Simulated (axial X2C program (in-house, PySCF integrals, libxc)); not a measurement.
What spin–orbit coupling does to KAs

All values were computed with an in-house all-electron X2C program for linear molecules (integrals from PySCF). Spin-free means the one-electron spin-free X2C Hamiltonian; two-component (2c) means X2C with spin–orbit coupling and atomic mean-field two-electron Coulomb and Gaunt terms, so the difference of the two also holds small scalar two-electron terms. Basis: As dyall-cv3z [9s9p6d4f1g], K dyall-cv3z [11s12p6d3f] (cores contracted in-house); Gaussian nuclei, density fitting, unrestricted open shells. Masses: As 74.922 u, K 38.964 u.

Spin-free state: M_S = 1, Λ = 0 (beyond evenly filled blocks: π+α, π-α); fragments As + K.

```tsv
level	Re (Å)	ωe (cm⁻¹)	De (eV)	μ (D)
PBE0	3.108	167.9	1.257	9.12
HF	3.196	162.6	0.254	10.94
MP2	3.115	169.8	0.913	n/a
CCSD	3.128	170.1	1.007	n/a
CCSD(T)	3.125	169.6	1.025	n/a
BHandHLYP	3.120	170.6	1.204	9.63
```

Correlated methods: 14 electrons correlated (number of frozen shells: As 3 s, 2 p, 1 d; K 2 s, 1 p), 272 virtual spin orbitals or spinors in MP2, 89 natural virtuals in coupled cluster.

Dipoles are positive if K is the positive end.

Two-component determinant lowest at the distance of the search:

Ω = 1 (⟨Sz⟩ = 0.98, ⟨Lz⟩ = 0.02 at HF); fragments As + K.

| level | Re (Å) | ωe (cm⁻¹) | De (eV) | μ (D) |
| --- | --- | --- | --- | --- |
| PBE0 | 3.107 | 167.7 | 1.254 | 9.12 |
| HF | 3.194 | 162.6 | 0.257 | 10.96 |
| MP2 | 3.117 | 170.0 | 0.909 | n/a |
| CCSD | 3.129 | 169.9 | 1.005 | n/a |
| CCSD(T) | 3.125 | 169.4 | 1.025 | n/a |
| BHandHLYP | 3.116 | 170.1 | 1.204 | 9.66 |

Question: From the two tables, how do the constants change at the CCSD(T) level (2c against spin-free)?

Answer: At the CCSD(T) level Re doesn't move by more than 0.001 Å and ωe stays the same within 0.2 cm⁻¹; De changes by 0.000 eV.

Occupations by symmetry block were frozen at the best pattern of an incomplete PBE0 search. De is counted from the lowest determinant-based energies of the atoms at the same level, without counterpoise correction. Density functionals use the spin component along the axis (collinear). CCSD and (T) use frozen natural virtuals with an MP2 correction for the truncation; (T) itself is uncorrected, so its De runs slightly low. PBE0 can misorder states that lie within some tenths of an eV, so this need not be the ground state of the molecule. The nearest other spin-free determinant of the search, M_S = 0, Λ = 2, lies 0.90 eV up at the distance of the search. With several unpaired electrons one determinant need not be a pure state. Open-shell Ω = 0 determinants with evenly filled partner blocks cannot be reached by this program, so the Ω shown need not be the lowest component. This is the Ω = 1 component of a π² triplet; the 0⁺ component is not one determinant and can lie lowest.
